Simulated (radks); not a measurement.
Er13+, configuration [Kr] 4d10 4f(5/2: 6, 7/2: 1) 5s2.

Method: Dirac Kohn-Sham, PBE, spin-unpolarised, spherical densities, finite nucleus; Fermi nuclear charge, rms radius 5.2516 fm; computed with a radial shooting solver on a logarithmic mesh with Libxc functionals.

Energy parts (hartree):
| part | energy |
|---|---|
| total | -13045.0959 |
| kinetic | 14401.8089 |
| electron-nucleus | -31718.7662 |
| Hartree | 4541.0190 |
| exchange-correlation | -269.1577 |

Orbitals (lengths in bohr, moments of r in powers of bohr; r(max) is where P^2 peaks):
| orbital | occ. | eigenvalue (hartree) | r(max) | <1/r> | <r^4> | <r^2> |
|---|---|---|---|---|---|---|
| 1s1/2 | 2 | -2115.658 | 0.01286 | 77.54 | 8.647e-07 | 0.0005680 |
| 2s1/2 | 2 | -363.6585 | 0.07342 | 18.65 | 0.0001339 | 0.008777 |
| 2p1/2 | 2 | -346.8930 | 0.05512 | 18.62 | 0.00008190 | 0.006330 |
| 2p3/2 | 4 | -313.2003 | 0.06134 | 16.15 | 0.0001118 | 0.007549 |
| 3s1/2 | 2 | -89.38532 | 0.2074 | 6.827 | 0.005070 | 0.05791 |
| 3p1/2 | 2 | -82.02048 | 0.1950 | 6.743 | 0.004549 | 0.05359 |
| 3p3/2 | 4 | -74.94143 | 0.2080 | 6.112 | 0.005731 | 0.06041 |
| 3d3/2 | 4 | -62.32965 | 0.1643 | 5.995 | 0.004029 | 0.04760 |
| 3d5/2 | 6 | -60.78328 | 0.1679 | 5.841 | 0.004326 | 0.04949 |
| 4s1/2 | 2 | -25.50422 | 0.4722 | 2.891 | 0.1169 | 0.2848 |
| 4p1/2 | 2 | -22.53965 | 0.4738 | 2.788 | 0.1286 | 0.2952 |
| 4p3/2 | 4 | -20.88993 | 0.5005 | 2.576 | 0.1596 | 0.3292 |
| 4d3/2 | 4 | -15.98020 | 0.5005 | 2.380 | 0.2008 | 0.3580 |
| 4d5/2 | 6 | -15.66944 | 0.5089 | 2.330 | 0.2140 | 0.3699 |
| 4f5/2 | 6 | -9.61112 | 0.4762 | 1.981 | 0.3691 | 0.4459 |
| 4f7/2 | 1 | -9.55338 | 0.4800 | 1.964 | 0.3794 | 0.4525 |
| 5s1/2 | 2 | -10.05644 | 1.008 | 1.302 | 2.090 | 1.234 |

The highest occupied level is 4f7/2 at -259.96 eV. Summed over all electrons, <r^2> = 12.74 bohr^2, which gives a Langevin (diamagnetic) susceptibility term of -10.1 x 10^-6 cm^3/mol. For comparison, the ionisation energy in NIST's Atomic Spectra Database is 290 eV (theoretical). In exact Kohn-Sham theory the highest level is minus the ionisation energy, but local and semilocal functionals leave it too shallow, through self-interaction and a potential that decays too fast; potentials with the right tail come closer.

Beside tabulated values, note that spin-unpolarised runs miss the spin-polarisation part of the exchange energy of open shells.
